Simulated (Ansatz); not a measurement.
Reaction (cleavage of the Ge–Si bond): `[GeH3][SiH2][GeH2][SiH2][GeH2][GeH3]` + `SS` → `S[S][GeH3]` + `[SiH3][GeH2][SiH2][GeH2][GeH3]`

Program: Ansatz. Geometries: PBE0-D4/def2-TZVP. ΔE: electronic, gas phase. CBS: MP2 limit from def2 TZ/QZ plus the TZ coupled-cluster correction, frozen cores. This one scheme is used for every species. DFT in def2-TZVPP. HSE06 is defined as in plane-wave codes. For Ge outer-core shells are correlated without core-valence functions, which leaves a few kJ/mol of doubt a bond. Scalar relativity is left out up to krypton. One conformer a species, not always the lowest.

`[GeH3][SiH2][GeH2][SiH2][GeH2][GeH3]`:

Cartesian coordinates in Å:
```
Ge -2.060 -0.215 -1.802
Si -2.083 -1.349 0.291
Ge 0.105 -1.932 1.036
Si 1.133 -0.105 2.164
Ge 0.998 1.843 0.806
Ge 1.956 1.389 -1.374
H -1.299 -1.048 -2.847
H -3.498 0.006 -2.304
H -1.377 1.157 -1.687
H -2.903 -2.584 0.141
H -2.737 -0.488 1.315
H 0.024 -3.149 1.979
H 0.963 -2.339 -0.176
H 2.562 -0.415 2.445
H 0.436 0.118 3.461
H -0.480 2.244 0.645
H 1.738 3.027 1.457
H 3.484 1.263 -1.250
H 1.407 0.063 -1.927
H 1.630 2.511 -2.373
```

`SS`:

Cartesian coordinates in Å:
```
S 0.463 -0.977 0.311
S -0.041 0.507 -1.004
H 0.903 -0.208 1.325
H -1.325 0.678 -0.633
```

`S[S][GeH3]`:

Cartesian coordinates in Å:
```
S -2.070 -0.676 -0.529
S -0.492 -1.288 0.642
Ge 1.042 0.200 -0.011
H -2.601 0.229 0.315
H 0.554 1.608 0.362
H 2.330 -0.155 0.748
H 1.236 0.082 -1.528
```

`[SiH3][GeH2][SiH2][GeH2][GeH3]`:

Z-matrix (Å, degrees):
```
Si
Ge 1 2.379
H 1 1.487 2 109.3
H 1 1.487 2 111.3 3 120.3
H 1 1.487 2 109.7 3 -119.0
Si 2 2.381 1 109.8 3 59.5
H 2 1.541 1 109.2 3 -59.7
H 2 1.540 1 110.4 3 -177.9
Ge 6 2.380 2 108.2 1 -49.1
H 6 1.489 2 110.5 1 -169.0
H 6 1.489 2 109.7 1 71.5
Ge 9 2.424 6 109.8 2 -49.6
H 9 1.540 6 111.3 2 -171.4
H 9 1.541 6 109.2 2 69.7
H 12 1.538 9 110.1 6 -58.8
H 12 1.537 9 111.2 6 -179.3
H 12 1.538 9 109.8 6 60.4
```

```tsv
level	ΔE (eV)
r2SCANh-D4	-0.20
HSE06-D4	-0.16
r2SCAN	-0.22
PBE0	-0.20
r2SCANh	-0.22
CCSD/def2-TZVPP	-0.19
CCSD(T)/def2-TZVPP	-0.18
HF/CBS(def2)	-0.40
```

Task: What does CCSD(T)/CBS give? (Best estimate.)

Result: The calculation gave: -0.19 eV. The listed levels differ from it by -0.01, 0.03, -0.03, -0.01, -0.03, 0.00, 0.01, -0.21 eV.

Largest T1 diagnostic among the species: 0.012.

Leaving LDA and LC-ωPBE aside and taking each functional with its dispersion term where it has one, the values, not all of them listed here, spread over 0.12 eV, from B2PLYP to PBE-D4. LDA lies +0.08 eV from PBE without D4. In def2-TZVPP, CCSD(T) changes the Hartree–Fock value by +0.21 eV (the triples alone add +0.01 eV) and MP2 by +0.16 eV.
